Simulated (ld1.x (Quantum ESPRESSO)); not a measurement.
**Cutoff test, Os, TM**

osmium, norm-conserving Troullier–Martins (Kleinman–Bylander form), made with ld1.x (Quantum ESPRESSO) 7.5 (PBE, fully relativistic). Core [Kr] 4d10 4f14 5s2, reference 5p6 5d6 6s2 6p0. Waves: 5p (bound): rc 1.05 bohr; 5d (bound): rc 2.00 bohr; 6s (bound): rc 2.15 bohr. Local part: the s channel. Core correction: Bessel-smoothed model core inside 0.85 bohr.

Open shells are filled in proportion to 2j + 1 (rel_dist='average').

The pseudo-atom Hamiltonian at the reference potential is diagonalised in spherical Bessel functions j_l(qr) that vanish at 20 bohr, with q² up to the cutoff. All-electron valence levels (Ry): 5p1/2 -4.3875, 6p1/2 -0.1239, 5p3/2 -3.4884, 6p3/2 -0.0835, 5d3/2 -0.5072, 5d5/2 -0.4302, 6s -0.4523.

Question: How do the lowest levels (Ry) of each channel move with the cutoff, and are there ghosts?

Answer:

| cutoff (Ry) | p1/2 #1 | p1/2 #2 | p3/2 #1 | p3/2 #2 | d3/2 #1 | d5/2 #1 | s #1 | f #1 | Σ f·Δε (mRy) |
| --- | --- | --- | --- | --- | --- | --- | --- | --- | --- |
| 8 | -2.5299 | -0.0494 | -2.4195 | -0.0414 | 0.0254 | 0.0223 | -0.4443 | 0.1127 | 10914.0 |
| 18 | -4.1048 | -0.0731 | -3.3110 | -0.0565 | -0.3709 | -0.3297 | -0.4514 | 0.1127 | 1965.8 |
| 30 | -4.1537 | -0.0733 | -3.3541 | -0.0571 | -0.4983 | -0.4247 | -0.4519 | 0.1127 | 1046.5 |
| 50 | -4.3226 | -0.0743 | -3.4685 | -0.0581 | -0.5071 | -0.4301 | -0.4522 | 0.1127 | 210.1 |
| 80 | -4.3802 | -0.0749 | -3.4792 | -0.0582 | -0.5071 | -0.4302 | -0.4523 | 0.1127 | 51.6 |
| 120 | -4.3845 | -0.0750 | -3.4873 | -0.0583 | -0.5072 | -0.4302 | -0.4523 | 0.1127 | 10.4 |
| 180 | -4.3872 | -0.0750 | -3.4880 | -0.0583 | -0.5072 | -0.4302 | -0.4523 | 0.1127 | 2.2 |
| 300 | -4.3874 | -0.0750 | -3.4884 | -0.0583 | -0.5072 | -0.4302 | -0.4523 | 0.1127 | 0.1 |
| 400 | -4.3874 | -0.0750 | -3.4884 | -0.0583 | -0.5072 | -0.4302 | -0.4523 | 0.1127 | 0.0 |

Result: no extra level below or beside the all-electron valence levels (p1/2, p3/2, d3/2, d5/2, s, f tested); 10 mRy is reached at 140 Ry and 1 mRy at 230 Ry.

Its largest configuration-test error is -1400 meV.
